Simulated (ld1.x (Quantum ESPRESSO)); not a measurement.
**Configuration tests for palladium (RRKJ)**

| Quantity | Value |
| --- | --- |
| Element | Pd (Z = 46) |
| Generator | ld1.x (Quantum ESPRESSO) 7.5 |
| Type | norm-conserving RRKJ (Kleinman–Bylander form) |
| Functional | PBE |
| Relativity | scalar-relativistic |
| Frozen core | [Ar] 3d10 |
| Valence charge | 18 |
| Reference configuration | 4s2 4p6 4d10 5s0 5p0 |
| Partial waves | 4p (bound): rc 1.65 bohr; 4d (bound): rc 1.45 bohr; 4s (bound): rc 1.20 bohr |
| Local potential | the s channel |
| Core correction | Bessel-smoothed model core, default radius (core density twice the valence density) |
| rho0 | 0.01 |

Energies are relative to the spin-unpolarised reference configuration 4s2 4p6 4d10 5s0 5p0; without spin polarisation the order of configurations can differ from experiment.

```csv
valence configuration,charge,ΔE all-electron (eV),error AE − PS (meV)
4s2 4p6 4d9 5s0 5p0,+1,9.115,+1.2
4s2 4p6 4d8 5s0 5p0,+2,29.934,+7.5
4s2 4p6 4d9 5s1 5p0,0,1.501,+238
4s1 4p6 4d10 5s0 5p0,+1,91.568,-60
4s2 4p5 4d10 5s0 5p0,+1,57.165,-66
4s2 4p6 4d9.5 5s0 5p0,+0.5,3.234,+0.4
```

Q: What are ΔE and the potential's error for 4s2 4p6 4d7 5s0 5p0?

A: ΔE = 64.293 eV all-electron; the error (AE − PS) is +30 meV.

Levels in the configuration 4s2 4p6 4d9 5s0 5p0:

| level | all-electron (eV) | pseudo (eV) |
| --- | --- | --- |
| 4s | -96.681 | -96.664 |
| 4p | -62.465 | -62.451 |
| 4d | -14.614 | -14.611 |
